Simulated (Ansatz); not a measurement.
Consider the formal exchange of groups at the Al–C bond: `[CH3][Al]([F])[C]#N` + `C/N=C(/O)F` → `[CH3][Al]([F])[F]` + `C/N=C(/O)C#N`.

Computed with Ansatz on PBE0-D4/def2-TZVP structures; ΔE is electronic, products minus reactants. CCSD(T)/CBS adds triple-zeta CCSD(T) − MP2 to the extrapolated MP2 energy (def2 sets, frozen cores). Double bonds are as drawn, so ΔE can hold a change between cis and trans. DFT in def2-TZVPP. Each species was taken in one conformer, which may not be the lowest.

(1) Is it downhill or uphill in electronic energy at CCSD(T)/CBS, and by how much? (Estimate.)

(2) What do these levels give: r2SCAN-D4, ωB97X-V, ωB97M-V, PBE, PBE0, HF/def2-TZVPP, MP2/def2-TZVPP, CCSD/def2-TZVPP, CCSD(T)/def2-TZVPP, HF/def2-QZVPP, SCS-MP2/def2-QZVPP, CCSD/CBS(def2)? (Best estimate.)

Largest T1 diagnostic among the species: 0.014.

Results:

(1) The calculation gave: Downhill: ΔE = -1.50 eV.

(2) The calculation gave: r2SCAN-D4 -1.43, ωB97X-V -1.33, ωB97M-V -1.35, PBE -1.43, PBE0 -1.38, HF/def2-TZVPP -1.19, MP2/def2-TZVPP -1.56, CCSD/def2-TZVPP -1.41, CCSD(T)/def2-TZVPP -1.44, HF/def2-QZVPP -1.22, SCS-MP2/def2-QZVPP -1.55, CCSD/CBS(def2) -1.46 eV.

In def2-TZVPP, CCSD(T) changes the Hartree–Fock value by −0.25 eV (the triples alone add −0.03 eV) and MP2 by −0.37 eV. From PBE to PBE0 (25 % exact exchange), in def2-TZVPP and without D4, ΔE moves by +0.06 eV. The D4 term adds −0.04 eV with B3LYP and −0.02 eV with PBE0; it sums over pairs of atoms, weighted by their polarisabilities, and B3LYP, whose exchange is more repulsive, gets the larger term.

B3LYP here is the variant with VWN-RPA as its local correlation; programs differ in this.
